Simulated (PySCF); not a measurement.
Correlation energy of B (boron, neutral)

[He] 2s2 3s1, 2S determinant (an excited configuration). Computed with PySCF 2.14 in dyall-acv3z (15s9p4d2f, 76 functions), with the spin-free X2C one-electron Hamiltonian (Gaussian nucleus). Frozen: 1s2; 3 electrons correlated; the 18 highest virtual orbitals of each spin left out.

```csv
level,correlation energy (mhartree)
CCSD,-68.51
(T),-0.77
CCSD(T),-69.28
```

Diagnostics: T1 = 0.020, D1 = 0.0464, largest double amplitude 0.139.

The outer electron is Rydberg-like, and this basis confines it to a smaller radius and binds it less than a complete one would.

Cost of the coupled-cluster step: of the order of 6 core-seconds, for 3 correlated electrons.
